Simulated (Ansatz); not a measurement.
Consider the substitution at a C–B bond: `BCB(C)O` + `C=C(N)O` → `C=C(O)NC` + `BCBO`.

Calculated with Ansatz (gas phase, PBE0-D4/def2-TZVP geometries, no zero-point term in ΔE). CBS: MP2 limit from def2 TZ/QZ plus the TZ coupled-cluster correction, frozen cores. DFT in def2-TZVPP. B3LYP here is the variant with VWN-RPA as its local correlation; programs differ in this. HSE06 is defined as in plane-wave codes. Each species was taken in one conformer, which may not be the lowest.

```tsv
level	ΔE (kJ/mol)	difference from CCSD(T)/CBS
LDA (SPW92)	72.6	-1.7
PBE-D4	74.7	0.4
revPBE-D4	73.7	-0.6
BLYP-D4	71.0	-3.3
r2SCAN-D4	78.8	4.5
B97M-V	82.1	7.8
PBE0-D4	75.3	1.0
B3LYP-D4	72.0	-2.3
r2SCAN0-D4	77.9	3.6
HSE06-D4	75.3	1.0
BHLYP-D4	71.8	-2.5
CAM-B3LYP-D4	71.4	-2.9
ωB97X-V	71.7	-2.6
ωB97M-V	75.6	1.3
B2PLYP	72.5	-1.8
PBE-QIDH	75.1	0.8
PBE	74.4	0.1
revPBE	75.2	0.9
BLYP	70.8	-3.5
r2SCAN	78.7	4.4
PBE0	75.0	0.7
B3LYP	71.5	-2.8
r2SCANh	78.4	4.1
r2SCAN0	77.8	3.5
HSE06	75.0	0.7
BHLYP	71.2	-3.1
LC-ωPBE	75.3	1.0
RPA@PBE/def2-TZVPP	68.3	-6.0
HF/def2-SVP	65.0	-9.3
MP2/def2-SVP	69.5	-4.8
CCSD/def2-SVP	67.0	-7.3
CCSD(T)/def2-SVP	66.7	-7.6
HF/def2-TZVPP	68.4	-5.9
MP2/def2-TZVPP	74.8	0.5
CCSD/def2-TZVPP	73.8	-0.5
CCSD(T)/def2-TZVPP	73.8	-0.5
HF/def2-QZVPP	67.9	-6.4
SCS-MP2/def2-QZVPP	71.5	-2.8
HF/CBS(def2)	67.8	-6.5
MP2/CBS(def2)	75.3	1.0
CCSD(T)/CBS	74.3	0
```

Largest T1 diagnostic among the species: 0.013.

Leaving LDA and LC-ωPBE aside and taking each functional with its dispersion term where it has one, the values spread over 11.1 kJ/mol, from BLYP-D4 to B97M-V. In def2-TZVPP, CCSD(T) changes the Hartree–Fock value by +5.3 kJ/mol (the triples alone add +0.0 kJ/mol) and MP2 by +6.4 kJ/mol. At CCSD(T), def2-SVP lies −7.6 kJ/mol from the extrapolated value and def2-TZVPP −0.5 kJ/mol.
